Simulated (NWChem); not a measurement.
Molecule: C3H10Si; SMILES C[SiH](C)C

```xyz
14

Si     0.0000     0.0000     0.3777
C     -1.7019     0.5401    -0.2230
C      1.3187     1.2039    -0.2230
C      0.3832    -1.7440    -0.2230
H      0.0000     0.0000     1.8793
H     -1.7452     0.5538    -1.3241
H     -2.4865    -0.1443     0.1365
H     -1.9480     1.5517     0.1365
H      2.3178     0.9112     0.1365
H      1.3522     1.2345    -1.3241
H      1.1183     2.2255     0.1365
H      0.3930    -1.7883    -1.3241
H     -0.3698    -2.4629     0.1365
H      1.3682    -2.0812     0.1365
```
Atoms are numbered in this order, from 1.

All runs: NWChem. Pople sets run with spherical d functions. Coordinates come from a PBE0/def2-SVP optimisation. Total energies compare along this basis series because the functional is fixed.

```json
[
 {"level": "Hartree-Fock/STO-3G", "basis functions": "34", "energy (Ha)": "-403.6962", "highest occupied level (eV)": "-10.14", "orbital gap (eV)": "24.05", "dipole (D)": "0.10"},
 {"level": "Hartree-Fock/3-21G", "basis functions": "60", "energy (Ha)": "-406.2032", "highest occupied level (eV)": "-11.61", "orbital gap (eV)": "17.81", "dipole (D)": "0.55"},
 {"level": "Hartree-Fock/6-31G*", "basis functions": "80", "energy (Ha)": "-408.3633", "highest occupied level (eV)": "-11.66", "orbital gap (eV)": "17.17", "dipole (D)": "0.54"},
 {"level": "Hartree-Fock/6-31+G*", "basis functions": "96", "energy (Ha)": "-408.3662", "highest occupied level (eV)": "-11.75", "orbital gap (eV)": "13.26", "dipole (D)": "0.53"},
 {"level": "Hartree-Fock/6-311G**", "basis functions": "140", "energy (Ha)": "-408.4236", "highest occupied level (eV)": "-11.73", "orbital gap (eV)": "15.58", "dipole (D)": "0.52"},
 {"level": "Hartree-Fock/6-311++G**", "basis functions": "166", "energy (Ha)": "-408.4245", "highest occupied level (eV)": "-11.73", "orbital gap (eV)": "12.80", "dipole (D)": "0.51"},
 {"level": "Hartree-Fock/def2-TZVPD", "basis functions": "244", "energy (Ha)": "-408.4430", "highest occupied level (eV)": "-11.71", "orbital gap (eV)": "13.67", "dipole (D)": "0.54"}
]
```
